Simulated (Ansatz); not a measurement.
Program: Ansatz. Geometries: PBE0-D4/def2-TZVP. ΔE: electronic, gas phase. CBS: MP2 limit from def2 TZ/QZ plus the TZ coupled-cluster correction, frozen cores. Functionals use def2-TZVPP. B3LYP here is the variant with VWN-RPA as its local correlation; programs differ in this. HSE06 is defined as in plane-wave codes. For Se, Ti outer-core shells are correlated without core-valence functions, which leaves a few kJ/mol of doubt a bond. Scalar relativity is left out up to krypton. One conformer a species, not always the lowest.

`C#[C][Ti]([Cl])([Cl])[Cl]` + `SC=[Se]` → `[SH][Ti]([Cl])([Cl])[Cl]` + `C#CC=[Se]`  (redistribution)

`C#[C][Ti]([Cl])([Cl])[Cl]`:

```xyz
7

C     0.845   -0.035    1.954
C     0.363   -0.015    0.839
Ti   -0.427    0.018   -0.988
Cl   -2.364   -0.941   -0.870
Cl    0.918   -1.066   -2.291
Cl   -0.603    2.093   -1.577
H     1.269   -0.054    2.933
```

`SC=[Se]`:

Cartesian coordinates in Å:
```
S 0.698 -1.138 0.037
C 0.192 0.486 -0.108
Se -1.417 1.176 0.092
H -0.511 -1.650 0.340
H 1.037 1.126 -0.361
```

`[SH][Ti]([Cl])([Cl])[Cl]`:

```xyz
6

S    -1.347   -0.031    1.258
Ti    0.364    0.252   -0.181
Cl    1.166    2.199    0.309
Cl    1.818   -1.336    0.114
Cl   -0.388    0.155   -2.216
H    -1.613   -1.239    0.716
```

`C#CC=[Se]`:

Cartesian coordinates in Å:
```
C -0.682 -1.419 0.005
C -0.197 -0.315 -0.025
C 0.345 0.973 -0.075
Se 1.869 1.448 0.673
H -1.096 -2.400 0.042
H -0.238 1.713 -0.620
```

| level | ΔE (kcal/mol) | difference from CCSD(T)/CBS |
| --- | --- | --- |
| LDA (SPW92) | -20.0 | -2.1 |
| PBE-D4 | -18.5 | -0.6 |
| revPBE-D4 | -17.8 | 0.1 |
| BLYP-D4 | -18.0 | -0.1 |
| r2SCAN-D4 | -18.3 | -0.4 |
| B97M-V | -18.9 | -1.0 |
| PBE0-D4 | -18.5 | -0.6 |
| B3LYP-D4 | -18.3 | -0.4 |
| r2SCANh-D4 | -18.3 | -0.4 |
| r2SCAN0-D4 | -18.2 | -0.3 |
| HSE06-D4 | -18.5 | -0.6 |
| BHLYP-D4 | -17.9 | 0.0 |
| CAM-B3LYP-D4 | -17.9 | 0.0 |
| ωB97M-V | -16.8 | 1.1 |
| B2PLYP | -18.8 | -0.9 |
| PBE-QIDH | -18.9 | -1.0 |
| PBE | -18.3 | -0.4 |
| revPBE | -17.7 | 0.2 |
| BLYP | -17.7 | 0.2 |
| r2SCAN | -18.3 | -0.4 |
| PBE0 | -18.4 | -0.5 |
| r2SCAN0 | -18.2 | -0.3 |
| HSE06 | -18.4 | -0.5 |
| BHLYP | -17.6 | 0.3 |
| CAM-B3LYP | -17.7 | 0.2 |
| LC-ωPBE | -17.8 | 0.1 |
| RPA@PBE/def2-TZVPP | -15.7 | 2.2 |
| HF/def2-SVP | -17.0 | 0.9 |
| CCSD/def2-SVP | -16.8 | 1.1 |
| CCSD(T)/def2-SVP | -18.2 | -0.3 |
| HF/def2-TZVPP | -14.9 | 3.0 |
| MP2/def2-TZVPP | -19.5 | -1.6 |
| SCS-MP2/def2-TZVPP | -18.1 | -0.2 |
| CCSD/def2-TZVPP | -16.5 | 1.4 |
| CCSD(T)/def2-TZVPP | -17.5 | 0.4 |
| HF/def2-QZVPP | -15.2 | 2.7 |
| MP2/def2-QZVPP | -19.8 | -1.9 |
| SCS-MP2/def2-QZVPP | -18.5 | -0.6 |
| HF/CBS(def2) | -15.3 | 2.6 |
| CCSD/CBS(def2) | -16.9 | 1.0 |
| CCSD(T)/CBS | -17.9 | 0 |

Largest T1 diagnostic among the species: 0.026, so the coupled-cluster value is less sure than usual.

In def2-TZVPP, CCSD(T) changes the Hartree–Fock value by −2.6 kcal/mol (the triples alone add −1.0 kcal/mol) and MP2 by −4.5 kcal/mol. Leaving LDA and LC-ωPBE aside and taking each functional with its dispersion term where it has one, the values, not all of them listed here, spread over 2.2 kcal/mol, from B97M-V to ωB97X-V. LDA lies −1.7 kcal/mol from PBE without D4.
